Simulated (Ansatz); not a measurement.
C₂H₄GeN (`[C]#[C][GeH2][NH2]`) radical at its PBE0-D4/def2-TZVP geometry, where that method's forces vanish. The species carries charge 0 and has multiplicity 2.

```tsv
atom	x (Å)	y (Å)	z (Å)
C1	1.1776	-1.7242	1.9973
C2	0.7827	-0.8247	1.2838
Ge3	0.1728	0.6205	0.1741
N4	-0.8275	0.0440	-1.2444
H5	1.4139	1.3290	-0.3748
H6	-0.7080	1.5223	1.0430
H7	-0.3252	-0.5452	-1.8942
H8	-1.6862	-0.4217	-0.9848
```

(1) For each bond, give half the difference of the two atoms' forces along it (eV/Å; positive pushes the atoms apart) under PBE-D4, r2SCAN-D4, B3LYP-D4, ωB97M-V in def2-TZVPP. (An estimate is asked.)

## Answers

(1) Computed: 
```
  bond  length (Å)  PBE-D4  r2SCAN-D4  B3LYP-D4  ωB97M-V
 C1–C2       1.214    1.57       0.57      0.07    -0.38
C2–Ge3       1.921   -0.93      -0.35      0.02     0.31
Ge3–N4       1.829    0.40       0.12      0.25     0.05
Ge3–H5       1.531   -0.01      -0.06     -0.09    -0.12
Ge3–H6       1.531   -0.01      -0.06     -0.09    -0.12
 N4–H7       1.011    0.19       0.02     -0.05    -0.04
 N4–H8       1.011    0.19       0.02     -0.05    -0.04
```

B3LYP here is the variant with VWN-RPA as its local correlation; programs differ in this.
